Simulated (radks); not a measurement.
The mean radii <r> (bohr) of the occupied orbitals of an atom or ion are listed with their occupations. Method: non-relativistic Kohn-Sham, PBEsol, spin-polarised, spherical densities, point nucleus; computed with a radial shooting solver on a logarithmic mesh with Libxc functionals.

| orbital | occ. | <r> |
|---|---|---|
| 1s up | 1 | 0.1041 |
| 1s down | 1 | 0.1041 |
| 2s up | 1 | 0.5212 |
| 2s down | 1 | 0.5211 |
| 2p up | 3 | 0.4842 |
| 2p down | 3 | 0.4841 |
| 3s up | 1 | 1.695 |
| 3s down | 1 | 1.694 |
| 4s up | 1 | 4.014 |

Name the element and its charge. Open shells, if any, are filled with parallel spins first.

Answer. Z = 15, phosphorus, charge +2: P2+ in [Ne] 3s2 4s1. The 1s radius gives Z: for a bare nucleus <r> = 1.5/Z, 0.1 bohr for Z = 15, and screening makes it slightly larger (0.1041 here). The occupations add up to 13, and the charge is Z minus that.
